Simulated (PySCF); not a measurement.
**Where the electron goes**

Species: C5H13PSe.
Z-matrix (Å and degrees, PBE0-D3(BJ)/def2-SVP geometry), rows numbered from 1:
```
C 
C   1  1.5242
C   2  1.5237  1  111.69
P   2  1.8533  1  110.29  3  -123.01
C   4  1.8235  2  104.99  1  -171.15
C   4  1.8237  2  105.07  1   -62.12
Se  4  2.1044  2  114.54  1    63.37
H   1  1.1008  2  110.04  3   -53.34
H   1  1.0999  2  112.40  3  -173.28
H   1  1.1014  2  110.17  3    65.97
H   2  1.1062  1  109.73  3   121.83
H   3  1.1011  2  110.01  1    56.11
H   3  1.1000  2  112.47  1   176.05
H   3  1.1010  2  110.18  1   -63.42
H   5  1.0988  4  108.09  2   172.99
H   5  1.0977  4  109.09  2   -69.65
H   5  1.1012  4  111.40  2    52.09
H   6  1.0989  4  108.06  2  -172.31
H   6  1.0979  4  108.91  2    70.40
H   6  1.1012  4  111.51  2   -51.37
```

Computed, not measured: TDDFT wB97X-D/def2-SVPD, vertical, gas phase, core orbitals frozen in the response in PySCF 2.14.0, density-fitted response routines. The wB97X-D/def2-SVPD calculation is non-relativistic and has no spin–orbit coupling, an omission that weighs most on selenium.

Kohn–Sham orbitals with the atoms that hold most of them (Löwdin shares over 4%, at most four atoms; ? is withheld):

```tsv
orbital	ε (eV)	atoms
LUMO+2	2.68	Se7 22%, C1 12%, C5 9%, H8 9%
LUMO+1	2.21	Se7 67%, P4 8%, C5 4%, C6 4%
LUMO	1.80	Se7 18%, C5 10%, C6 10%, H11 8%
HOMO	?	?
HOMO-1	-7.65	?
HOMO-2	-10.71	Se7 41%, P4 21%, C2 13%, H11 4%
HOMO-3	-11.39	P4 20%, C2 14%, Se7 12%, C6 9%
```

Task: Which atoms hold the HOMO-1, and with what shares?

Result: Se7 (bonded to P) 76%; P4 (bonded to 3 C and Se) 13%; C2 (bonded to 2 C, P and H) 4%.

Task: Which atoms hold the HOMO, and with what shares?

Result: Se7 (bonded to P) 78%; P4 (bonded to 3 C and Se) 13%.

Task: What is the HOMO energy, and the HOMO–LUMO gap?

Result: ε(HOMO) = -7.61 eV; the gap is 9.41 eV (0.3458 hartree).

Task: How does S1 compare with the orbital gap of 9.41 eV?

Result: S1 is at 5.18 eV (f = 0.021), 4.23 eV below the gap, made of HOMO→LUMO+1 (56%), HOMO→LUMO (27%). Its leading pair isn't HOMO and LUMO; the energies of that pair differ by 9.82 eV. 

Next come S2 at 5.21 eV (f 0.023), HOMO-1→LUMO+1 (56%), HOMO-1→LUMO (28%); S3 at 5.97 eV (f 0.072), HOMO→LUMO (53%), HOMO→LUMO+5 (16%), HOMO→LUMO+1 (14%); S4 at 6.01 eV (f 0.078), HOMO-1→LUMO (49%), HOMO-1→LUMO+5 (23%), HOMO-1→LUMO+1 (12%); S5 at 6.09 eV (f 0.0007), HOMO→LUMO+5 (19%), HOMO→LUMO+4 (19%), HOMO-1→LUMO+6 (16%).

One conformer stands for the species.
